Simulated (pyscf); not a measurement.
## [HO–B–OH]• (SMILES O[B]O), doublet

Gas-phase minimum from PySCF at ωB97X-D3(BJ)/def2-SVP, one conformer. Other isomers of [HO–B–OH]• were not searched in full and may lie lower. 

SMILES: O[B]O
```xyz
5

O      0.5398    -1.0791    -0.4650
B      0.1118     0.1012    -0.9867
O     -0.0742     1.2072    -0.2405
H      0.6202    -1.7724    -1.1286
H      0.1306     1.0579     0.6958
```
Charge 0, spin multiplicity 2.

Bond lengths (Å): O1–B2 1.360, O1–H4 0.963, B2–O3 1.347, O3–H5 0.970. Angles (°): B2–O1–H4 112.8, O1–B2–O3 122.9, B2–O3–H5 112.3.

Properties at ωB97X-D3(BJ)/def2-SVP:

```yaml
harmonic_wavenumbers_unscaled: 461, 462, 567, 958, 980, 1227, 1478, 3805, 3930 cm⁻¹
zero_point_energy: 19.8 kcal/mol
rotational_symmetry_number: 1
Entropy of this conformer at 298 K and 1 atm, rigid rotor and harmonic oscillator, modes under 100 cm⁻¹ raised to 100: 259.5 J/(mol K)
dipole_moment: 1.75 D
Spin expectation value S2: 0.751
```

Single-point totals, which compare only within one level (frozen core for MP2 and CC):

| level | total energy (hartree) |
|---|---|
| ωB97X-D3(BJ)/def2-TZVP | -176.63978 |
| PBE/def2-TZVP | -176.40631 |
| r²SCAN/def2-TZVP | -176.51797 |
| B3LYP-D3(BJ)/def2-TZVP | -176.61425 |
| PBE0-D3(BJ)/def2-TZVP | -176.41115 |
| M06-2X/def2-TZVP | -176.54214 |
| ωB97M-D3(BJ)/def2-TZVP | -176.64406 |
| UHF/def2-TZVPP | -175.70117 |
| MP2/def2-TZVPP | -176.25421 |
| CCSD/def2-TZVPP | -176.26320 |
| CCSD(T)/def2-TZVPP | -176.28349 |

The CCSD(T) − MP2 part came from Ansatz, without density fitting, on the same reference.
